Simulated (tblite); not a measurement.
Species: C₂H₄AlF.
Numbering: `[CH2:1]=[CH:2][AlH:3][F:4]` (hydrogens: H5, H6 on C1; H7 on C2; H8 on Al3)

Computed with GFN2-xTB (tblite), gas phase: L-BFGS steps from a force-field or distance-geometry start until the largest atomic force falls under 0.01 eV/Å.

Step 33: E = -330.8447 eV
```
atom  x, y, z in Å  |  force x, y, z in eV/Å
C1     -1.3950    0.2382    0.3076    0.152  -0.054  -0.052
C2     -0.3825   -0.5596   -0.0417   -0.104   0.028  -0.086
Al3     1.4691    0.0869   -0.2307    0.136  -0.166   0.090
F4      2.7903   -0.9113   -0.2598   -0.154   0.123  -0.041
H5     -2.4297   -0.0790    0.3162    0.008  -0.036   0.051
H6     -1.2217    1.2633    0.6076   -0.002  -0.038  -0.066
H7     -0.6198   -1.5892   -0.3335   -0.090   0.034   0.081
H8      1.7985    1.5602   -0.3902    0.055   0.109   0.023
```

Step 34: E = -330.8478 eV
```
atom  x, y, z in Å  |  force x, y, z in eV/Å
C1     -1.3950    0.2375    0.3009    0.074  -0.047  -0.016
C2     -0.3838   -0.5597   -0.0468   -0.056  -0.019  -0.042
Al3     1.4630    0.0902   -0.2325    0.165  -0.053   0.080
F4      2.7768   -0.9120   -0.2716   -0.090   0.076  -0.043
H5     -2.4307   -0.0790    0.3153    0.035  -0.024   0.063
H6     -1.2142    1.2603    0.5997   -0.035   0.026  -0.086
H7     -0.6136   -1.5955   -0.3149   -0.114  -0.001   0.016
H8      1.8067    1.5677   -0.3747    0.020   0.043   0.028
```

**Question.** Estimate the geometry and energy of step 35. (The exact step hangs on the optimiser's Hessian estimate; all steps are aligned on step 34, rigid shifts and turns removed.)

**Answer.** E = -330.8504 eV, largest force 0.206 eV/Å
```
atom  x, y, z in Å  |  force x, y, z in eV/Å
C1     -1.3978    0.2382    0.2934    0.027  -0.063  -0.005
C2     -0.3826   -0.5600   -0.0394   -0.054  -0.005   0.013
Al3     1.4635    0.0913   -0.2225    0.205   0.009   0.017
F4      2.7703   -0.9182   -0.3083   -0.101   0.089  -0.019
H5     -2.4348   -0.0787    0.3066    0.079  -0.027   0.062
H6     -1.2216    1.2639    0.5835   -0.027   0.046  -0.098
H7     -0.6040   -1.6018   -0.2875   -0.125  -0.013  -0.018
H8      1.8162    1.5749   -0.3503   -0.004  -0.036   0.049
```

The energy changes by -0.0025 eV. The first-order estimate −F·Δx gives -0.0036 eV and the mean of the old and new forces, exact on a quadratic surface, -0.0025 eV. The step makes an angle of 79° with the force vector and moves no atom by more than 0.038 Å.

The cost below is that of the whole relaxation. Time: 0.38 s wall. Hardware: one thread of an Arm Neoverse N1, no GPU, shared host with 64 logical CPUs at a one-minute load of 59.
